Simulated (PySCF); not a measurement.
# Sn (tin, neutral) across methods

[Kr] 4d10 5s2 5p2, high-spin 3P determinant. All numbers are calculated (PySCF 2.14, a scalar-relativistic core potential, in aug-cc-pV5Z-PP with ECP28MDF).

| method | E (hartree) | mean ε 5s α (eV) | mean ε 5s β (eV) | mean ε 5p α (eV) | Σ⟨r²⟩ (bohr²) | ⟨S²⟩ |
| --- | --- | --- | --- | --- | --- | --- |
| PBE0 | -214.2600 | -12.325 | -10.655 | -5.034 | 57.99 | 2.003 |
| UHF | -213.34073 | -15.616 | -12.020 | -7.268 | 58.87 | 2.012 |
| r2SCAN | -214.3319 | -11.423 | -9.929 | -4.406 | 57.61 | 2.005 |
| MN15 | -213.7947 | -13.131 | -11.697 | -5.460 | 58.39 | 2.004 |
| M06-L | -214.4019 | -10.988 | -9.857 | -3.979 | 57.94 | 2.003 |
| LDA | -213.9116 | -11.215 | -10.244 | -4.169 | 58.08 | 2.001 |
| PBE | -214.2511 | -10.973 | -9.858 | -4.120 | 58.34 | 2.002 |
| M06 | -214.3247 | -11.957 | -11.262 | -4.682 | 58.32 | 2.001 |

Energies and moments cover only the electrons outside the core potential.
